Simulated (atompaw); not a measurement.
**Ranking PAW (atompaw) potentials for Ru (Z = 44)**

All share these settings but for the change named:

- Element: ruthenium (Ru)
- Generator: atompaw 4.2.0.5
- Type: PAW
- Functional: PBE
- Relativity: scalar-relativistic
- Frozen core: [Ar] 3d10
- Valence charge: 16
- Reference configuration: 4s2 4p6 4d7.5 5s0.5 5p0
- Partial waves: 4s (bound): rc 1.65 bohr; 5s (bound): rc 2.20 bohr; 4p (bound): rc 1.80 bohr; 5p (bound, empty): rc 2.55 bohr; 4d (bound): rc 2.55 bohr; 4d channel at 1.3 Ry: rc 2.55 bohr
- Local potential: troulliermartins scheme with l = 3 at 0 Ry, radius 2.10 bohr
- Core correction: smooth core density matched at 1.60 bohr
- Augmentation charge: besselshape compensation charge, radius 2.25 bohr; PAW radius 2.55 bohr; waves and projectors: custom polynom gramschmidtortho

Cutoff: the first of the cutoffs (Ry, on a coarse ladder) from which the occupation-weighted sum of valence levels, in a spherical-Bessel basis at the reference potential, stays within 10 and 1 mRy of its value at 400 Ry; the density cutoff is not measured.

The base gives 35 Ry.

Of 7 variants that were run, those that failed, showed a ghost or another fault, or gave nearly equal values are left out.

A variant can come out equal or close to the base.

Q: Rank these variants from softest to hardest (loose cutoff).
A. all radii scaled by about 1.18 (s 1.96, p 2.12, d 3.02 bohr); local potential troulliermartins scheme with l = 3 at 0 Ry, radius 2.48 bohr; augmentation besselshape compensation charge, radius 2.66 bohr; PAW radius 3.02 bohr; waves and projectors: custom polynom gramschmidtortho; core correction smooth core density matched at 1.90 bohr
B. all radii scaled by about 0.75 (s 1.24, p 1.34, d 1.90 bohr); local potential troulliermartins scheme with l = 3 at 0 Ry, radius 1.58 bohr; augmentation besselshape compensation charge, radius 1.68 bohr; PAW radius 1.90 bohr; waves and projectors: custom polynom gramschmidtortho; core correction smooth core density matched at 1.20 bohr
C. all radii scaled by about 0.85 (s 1.40, p 1.54, d 2.18 bohr); local potential troulliermartins scheme with l = 3 at 0 Ry, radius 1.78 bohr; augmentation besselshape compensation charge, radius 1.92 bohr; PAW radius 2.18 bohr; waves and projectors: custom polynom gramschmidtortho; core correction smooth core density matched at 1.36 bohr
D. all radii scaled by about 1.08 (s 1.78, p 1.94, d 2.76 bohr); local potential troulliermartins scheme with l = 3 at 0 Ry, radius 2.28 bohr; augmentation besselshape compensation charge, radius 2.44 bohr; PAW radius 2.76 bohr; waves and projectors: custom polynom gramschmidtortho; core correction smooth core density matched at 1.74 bohr

A: A (25 Ry), D (30 Ry), C (35 Ry), B (40 Ry).
